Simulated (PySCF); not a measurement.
**Working with the constants of SrS**

PBE0 constants of SrS, ¹Σ⁺ (singlet), closed shell (basis Sr x2c-TZVPall, S x2c-TZVPall; spin-free X2C with a Gaussian nucleus; PySCF 2.14; masses 87.9056 and 31.9721 u):

| Property | Result |
| --- | --- |
| ωe | 408.6 cm⁻¹ |
| ωexe | 1.05 cm⁻¹ |
| Be | 0.12301 cm⁻¹ |
| αe | 0.000424 cm⁻¹ |
| De to Sr + S | 3.62 eV |

(1) What force constant and bond length do these constants imply?

(2) Estimate the centrifugal constant D from the Kratzer relation and find the Dunham coefficient a1.

Measured values (Huber and Herzberg, Constants of Diatomic Molecules (1979)): ωe = 388.38 cm⁻¹, ωexe = 1.31 cm⁻¹, Be = 0.12072 cm⁻¹, αe = 0.00044 cm⁻¹.

Results:

(1) Reduced mass μred = 23.445 u; k = 5.8918×10⁻⁷·μred·ωe² (u, cm⁻¹, mdyn/Å) = 2.31 mdyn/Å; Re = √(16.8576/(μred·Be)) (u, cm⁻¹, Å) = 2.418 Å.

(2) D = 4Be³/ωe² = 4.46e-08 cm⁻¹; a1 = −1 − αeωe/(6Be²) = -2.91.
